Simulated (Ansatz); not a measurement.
Consider the substitution at a C–Si bond: `[SiH3][CH]1[O][GeH2]1` + H–F → `F[CH]1[O][GeH2]1` + SiH₄.

Program: Ansatz. Geometries: PBE0-D4/def2-TZVP. ΔE: electronic, gas phase. CCSD(T)/CBS adds triple-zeta CCSD(T) − MP2 to the extrapolated MP2 energy (def2 sets, frozen cores). This one scheme is used for every species. DFT in def2-TZVPP. B3LYP here is the variant with VWN-RPA as its local correlation; programs differ in this. For Ge outer-core shells are correlated without core-valence functions, which leaves a few kJ/mol of doubt a bond. Scalar relativity is left out up to krypton.

(1) Is it downhill or uphill in electronic energy at CCSD(T)/CBS, and by how much? (An estimate is asked.)

(2) What do these levels give: PBE-D4, B3LYP-D4, ωB97M-V, PBE, PBE0, B3LYP, HF/def2-TZVPP, MP2/def2-TZVPP, SCS-MP2/def2-TZVPP, MP2/def2-QZVPP, SCS-MP2/def2-QZVPP, MP2/CBS(def2)? (Estimate.)

Largest T1 diagnostic among the species: 0.015.

Answers

(1) Computed: Uphill: ΔE = +14.8 kcal/mol.

(2) The calculation gave: PBE-D4 8.8, B3LYP-D4 9.2, ωB97M-V 10.4, PBE 7.4, PBE0 9.4, B3LYP 6.9, HF/def2-TZVPP 7.8, MP2/def2-TZVPP 15.9, SCS-MP2/def2-TZVPP 13.6, MP2/def2-QZVPP 17.1, SCS-MP2/def2-QZVPP 14.9, MP2/CBS(def2) 18.0 kcal/mol.

From PBE to PBE0 (25 % exact exchange), in def2-TZVPP and without D4, ΔE moves by +2.1 kcal/mol. The D4 term adds +2.3 kcal/mol with B3LYP and +1.3 kcal/mol with PBE0; it sums over pairs of atoms, weighted by their polarisabilities, and B3LYP, whose exchange is more repulsive, gets the larger term.
